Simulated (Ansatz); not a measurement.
```yaml
crystal:
  periodic: [false, false, false]
  atoms:
    - {symbol: O, position_ang: [-0.530089, 1.915064, 0.977785]}
    - {symbol: C, position_ang: [0.079748, 1.169113, 0.407908]}
    - {symbol: Si, position_ang: [0.951564, -0.299900, 1.606090]}
    - {symbol: C, position_ang: [-0.551277, 0.591899, -0.834279]}
    - {symbol: Si, position_ang: [0.056176, -1.158540, -1.868661]}
    - {symbol: H, position_ang: [-1.341651, 2.438423, 0.327916]}
    - {symbol: H, position_ang: [1.108158, -1.428930, 1.227925]}
    - {symbol: H, position_ang: [1.911745, 0.728327, 2.255719]}
    - {symbol: H, position_ang: [-0.121665, -0.419922, 2.872380]}
    - {symbol: H, position_ang: [-0.929027, 1.134023, -1.425957]}
    - {symbol: H, position_ang: [1.441643, -1.458176, -1.902690]}
    - {symbol: H, position_ang: [-0.709468, -1.302035, -2.908265]}
    - {symbol: H, position_ang: [-0.494927, -2.297109, -0.904994]}
basis:
  gaussian: {orbitals: cc-pVDZ, fitting: {mean_field: cc-pVTZ-jkfit}}
hamiltonian: {xc: {name: wB97X}}
```

```sh
$ ansatz run in.yaml --threads 4 --pin off --events-out ev --progress --plain --max-ram 10444MiB
```

Shortened log:

```
Functional definition: wB97X
719 factors; integrals over basis functions are off by at most 8.6e-2 eV
719 factors; integrals over basis functions are off by at most 3.4e-7 eV
mean field evaluation 1: about -19991.5424 eV, gradient 4.2e1 eV
mean field evaluation 2: about -19992.8099 eV, gradient 3.6e1 eV
mean field evaluation 4: about -19996.0230 eV, gradient 2.9e0 eV
mean field evaluation 8: about -19996.0459 eV, gradient 8.2e-2 eV
mean field evaluation 16: about -19996.0459 eV, gradient 9.0e-5 eV
mean field -19996.04594729 eV, -734.8411347561 hartree, gradient 9.0e-5 eV, S^2 0.000000; 0 other end points of the search recorded, 0 dependent functions left out
reference -19996.04591136 eV, -734.8411334357 hartree; 28, 28 occupied and 90, 90 virtual orbitals, 719 factors
Total energy: -19996.04591136 eV, -734.8411334357 hartree
```

Hardware: 4 threads of an Intel Xeon 6975P-C on a shared host. Wall time 1.7 s, peak host memory 0.37 GiB.
